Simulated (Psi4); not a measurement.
Cl4Se (SMILES Cl[Se](Cl)(Cl)Cl), singlet, geometry from GFN2-xTB; HF/6-311G** (Psi4).

Input for Psi4:
```
memory 2 GB

molecule {
0 1
  Se   -0.00300693    0.00470149    0.44248318
  Cl    1.06172155   -1.32656609   -0.82096840
  Cl    1.81230429    1.45883554    0.39654014
  Cl   -1.05027581    1.30867012   -0.86332068
  Cl   -1.81773616   -1.45034255    0.40278258
}

set basis 6-311g**

energy('scf')
print_variables()
```

It wrote (shortened):

```
   => Loading Basis Set <=

    Name: 6-311G**
    Role: ORBITAL
    Keyword: BASIS

         ---------------------------------------------------------
                                   SCF
               by Justin Turney, Rob Parrish, Andy Simmonett
                          and Daniel G. A. Smith
                              RHF Reference
         ---------------------------------------------------------

  ==> Geometry <==

    Molecular point group: c1
    Full point group: C1

    Geometry (in Angstrom), charge = 0, multiplicity = 1:

       Center              X                  Y                   Z               Mass
    ------------   -----------------  -----------------  -----------------  -----------------
         SE          -0.002870413375     0.004488036735     0.422393914764    79.916521800000
         CL           1.061858066625    -1.326779543265    -0.841057665236    34.968852682000
         CL           1.812440806625     1.458622086735     0.376450874764    34.968852682000
         CL          -1.050139293375     1.308456666735    -0.883409945236    34.968852682000
         CL          -1.817599643375    -1.450556003265     0.382693314764    34.968852682000

  Running in c1 symmetry.

  Rotational constants: A =      0.06113  B =      0.03707  C =      0.02917 [cm^-1]
  Rotational constants: A =   1832.52329  B =   1111.42064  C =    874.63977 [MHz]
  Nuclear repulsion =  824.779354471776742

  Charge       = 0
  Multiplicity = 1
  Electrons    = 102
  Nalpha       = 51
  Nbeta        = 51

  ==> Algorithm <==

  SCF Algorithm Type is DF.
  DIIS enabled.
  MOM disabled.
  Fractional occupation disabled.
  Guess Type is SAD.
  Energy threshold   = 1.00e-06
  Density threshold  = 1.00e-06
  Integral threshold = 1.00e-12

  ==> Primary Basis <==

  Basis Set: 6-311G**
    Blend: 6-311G**
    Number of shells: 66
    Number of basis functions: 148
    Number of Cartesian functions: 155
    Spherical Harmonics?: true
    Max angular momentum: 2

   => Loading Basis Set <=

    Name: (6-311G** AUX)
    Role: JKFIT
    Keyword: DF_BASIS_SCF

  ==> Integral Setup <==

  SCF_SUBTYPE=INCORE selected. In-core MEM_DF algorithm will be used.
  Using in-core AOs.

  ==> MemDFJK: Density-Fitted J/K Matrices <==

    J tasked:                   Yes
    K tasked:                   Yes
    wK tasked:                   No
    Algorithm:                 Core
    Schwarz Cutoff:           1E-12
    Mask sparsity (%):      14.7644
[...]
   @DF-RHF iter   1: -4237.28239222032516   -2.53777e+00   1.44701e-02 ADIIS/DIIS
   @DF-RHF iter   2: -4237.59229828908428   -3.09906e-01   9.21734e-03 ADIIS/DIIS
   @DF-RHF iter   3: -4237.74659096748928   -1.54293e-01   5.52350e-04 ADIIS/DIIS
   @DF-RHF iter   4: -4237.74844601568475   -1.85505e-03   1.73251e-04 ADIIS/DIIS
   @DF-RHF iter   5: -4237.74889917462315   -4.53159e-04   4.00319e-05 DIIS
   @DF-RHF iter   6: -4237.74896468407132   -6.55094e-05   1.20094e-05 DIIS
   @DF-RHF iter   7: -4237.74897438246353   -9.69839e-06   4.80377e-06 DIIS
   @DF-RHF iter   8: -4237.74897558529210   -1.20283e-06   1.45620e-06 DIIS
   @DF-RHF iter   9: -4237.74897569407676   -1.08785e-07   2.43660e-07 DIIS
  Energy and wave function converged.

  ==> Post-Iterations <==

    Orbital Energies [Eh]
    ---------------------

    Doubly Occupied:

[...]
    Virtual:

[...]
     148A    967.532107

    Final Occupation by Irrep:
              A
    DOCC [    51 ]
    NA   [    51 ]
    NB   [    51 ]

  @DF-RHF Final Energy: -4237.74897569407676

   => Energetics <=

    Nuclear Repulsion Energy =            824.7793544717767418
    One-Electron Energy =               -7524.9925288776421439
    Two-Electron Energy =                2462.4641987117884128
    Total Energy =                      -4237.7489756940767620

Computation Completed

Properties will be evaluated at   0.000000,   0.000000,   0.000000 [a0]

Properties computed using the SCF density matrix

 Multipole Moments:

 ------------------------------------------------------------------------------------
     Multipole            Electronic (a.u.)      Nuclear  (a.u.)        Total (a.u.)
 ------------------------------------------------------------------------------------

 L = 1.  Multiply by 2.5417464519 to convert [e a0] to [Debye]
 Dipole X            :         -0.0257813            0.0263142            0.0005329
 Dipole Y            :          0.0403104           -0.0411436           -0.0008331
 Dipole Z            :          3.7938336           -3.8722474           -0.0784137
 Magnitude           :                                                    0.0784200

 ------------------------------------------------------------------------------------

  Variable Map:
  ----------------------------------------------------------------------------
[...]
  Array Variable Map:
  ----------------------------------------------------------------------------
[...]
[...]
```
